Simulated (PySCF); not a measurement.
Cartesian coordinates in Å; atom numbers follow the order of the lines, from 1:
```xyz
33

Si   -0.1726    0.1773   -0.1761
C    -0.1209    0.2062    1.7218
C     0.4722   -1.0093    2.3483
C     1.6212   -1.0612    3.0286
H    -1.1703    0.3320    2.0472
H     0.4231    1.1137    2.0337
H    -0.0894   -1.9434    2.2131
H     2.2257   -0.1640    3.1989
H     1.9974   -2.0014    3.4393
C     1.5705    0.2162   -0.9228
C     2.3517   -1.0312   -0.6850
C     2.5755   -1.9922   -1.5866
H     2.0804    1.0979   -0.4969
H     1.4516    0.4063   -2.0038
H     2.7305   -1.1722    0.3342
H     2.2122   -1.9080   -2.6165
H     3.1347   -2.8950   -1.3284
C    -1.1152    1.7130   -0.7699
C    -0.5312    2.9762   -0.2358
C     0.2771    3.8077   -0.9007
H    -2.1655    1.5903   -0.4533
H    -1.1026    1.7036   -1.8733
H    -0.7675    3.2101    0.8106
H     0.5471    3.6293   -1.9470
H     0.6911    4.7003   -0.4254
C    -1.0823   -1.3728   -0.7829
C    -2.4040   -1.5423   -0.1164
C    -3.5927   -1.2051   -0.6268
H    -0.4196   -2.2348   -0.5970
H    -1.1929   -1.2801   -1.8769
H    -2.3780   -1.9474    0.9040
H    -3.6868   -0.7985   -1.6394
H    -4.5148   -1.3332   -0.0545
```

Computed data (PySCF 2.14): geometry from PBE0-D3(BJ)/def2-SVP, shieldings: GIAO KT2/pcSseg-1. A single conformation, non-relativistic Hamiltonian, one averaged value for each set of equivalent atoms, isolated molecule.

Shifts are taken against calculated references (same method and geometry level): TMS for ¹³C (σref 183.22) and ¹H (σref 31.18) and ²⁹Si (σref 361.05).

```csv
atoms,nucleus,count,δ (ppm)
H8/H9/H16/H17/H24/H25/H32/H33,¹H,8,4.98
C3/C11/C19/C27,¹³C,4,134.1
H5/H6/H13/H14/H21/H22/H29/H30,¹H,8,1.77
C4/C12/C20/C28,¹³C,4,?
H7/H15/H23/H31,¹H,4,?
Si1,²⁹Si,1,-6.4
C2/C10/C18/C26,¹³C,4,24.8
```

**Question.** Estimate the values marked ?.

**Answer.** 
- C4/C12/C20/C28: 111.3 ppm, carbon bonded to C, 2 H
- H7/H15/H23/H31: 5.91 ppm, hydrogen on a carbon bonded to 2 C

Shifts are as computed. Against solution values, carbons near 30 ppm lie about +2 ppm off and those near 130 ppm about -5 ppm. Of 1309 compounds with measured shifts, 239 miss one by over three times the rms of a fit or turn the order of signals round; such compounds aren't used in these exercises.
